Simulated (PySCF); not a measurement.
A GIAO shielding run with PySCF 2.14 (density fitting, non-relativistic, gas phase) on `InChI=1S/C5H11NOSi2/c1-2-3-5-4-9(6)7-8-5/h5,9H,4,6,8H2,1H3/t5-,9+/m1/s1`:

```
$ OMP_NUM_THREADS=1 python probes_run.py task.json out

{"job": {"kind": "nmr", "xc": "PBE0", "basis": "pcSseg-1"}, "charge": 0, "multiplicity": 1}
C      3.632171     0.030158     1.118069
C      2.389797    -0.329161     0.453556
C      1.357261    -0.634855    -0.107485
C      0.085978    -0.980337    -0.724967
C     -0.676322     0.272033    -1.231248
Si    -1.538114     1.079828     0.247282
N     -2.954724     1.917530    -0.237148
O     -1.797874    -0.309158     1.177923
Si    -1.057607    -1.705853     0.636434
H      3.551766    -0.085676     2.210583
H      4.463520    -0.605952     0.775179
H      3.907123     1.076683     0.912279
H      0.252211    -1.705030    -1.541094
H     -0.010105     0.956314    -1.779638
H     -1.467437    -0.036654    -1.938494
H     -0.736403     2.046800     1.043089
H     -3.651629     1.469933    -0.821650
H     -3.383130     2.586692     0.391845
H     -0.308536    -2.389863     1.725175
H     -2.071290    -2.642426     0.056605
```

Hardware: 1 thread of an Arm Neoverse N1, shared host. The job also computes population analyses, field gradients, ring-centre shieldings.

Problem. How large is the calculation?

Solution. 84 electrons, 222 basis functions and 1192 auxiliary functions.

Problem. How long does it take, and how much memory does it need?

Solution. 80 s of wall time, with 15 SCF cycles and 5 response iterations; peak memory 0.96 GiB. Times on a shared host scatter by some tens of per cent.

Problem. And these other runs on the same molecule and hardware: GIAO shielding at wB97X-D/pcSseg-1?

Solution. wB97X-D/pcSseg-1: 222 functions, 100 s.
